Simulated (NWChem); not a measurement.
Species: C4H6OSi; SMILES O=CCC#C[SiH3]

```xyz
12

O      1.2596     2.3769     0.0000
C      0.0796     2.6345     0.0000
C     -1.0589     1.6097     0.0000
C     -0.6521     0.2162     0.0000
C     -0.2862    -0.9583     0.0000
Si     0.2748    -2.7033     0.0000
H     -0.3002     3.7026     0.0000
H     -1.7018     1.8449     0.8809
H     -1.7018     1.8449    -0.8809
H     -0.9169    -3.6208     0.0000
H      1.1017    -2.9767    -1.2250
H      1.1017    -2.9767     1.2250
```
Atoms are numbered in this order, from 1.

Computed with NWChem. The geometry was optimised at PBE-D3(BJ)/def2-SVP. Level B3LYP/def2-SVPD: single points from the atomic guess with DIIS by default; each run changes one setting, and all converged runs end within 0.3 mHa of each other. cgmin counts macro-iterations, each dearer than a DIIS step. NWChem's automatic level shift, which a small gap switches on, acted in some of these runs.

Problem. Which setting needs the most SCF iterations, or fails (defaults; quadratically convergent solver (cgmin); occupation smearing of 0.005 Ha; core-Hamiltonian guess; DIIS on 3 Fock matrices)?

Solution. core-Hamiltonian guess, with 23 against 10 for the defaults.
```json
[
 {"setting": "defaults", "SCF iterations": "10"},
 {"setting": "occupation smearing of 0.005 Ha", "SCF iterations": "10"},
 {"setting": "DIIS on 3 Fock matrices", "SCF iterations": "12"},
 {"setting": "core-Hamiltonian guess", "SCF iterations": "23"},
 {"setting": "quadratically convergent solver (cgmin)", "SCF iterations": "5"}
]
```
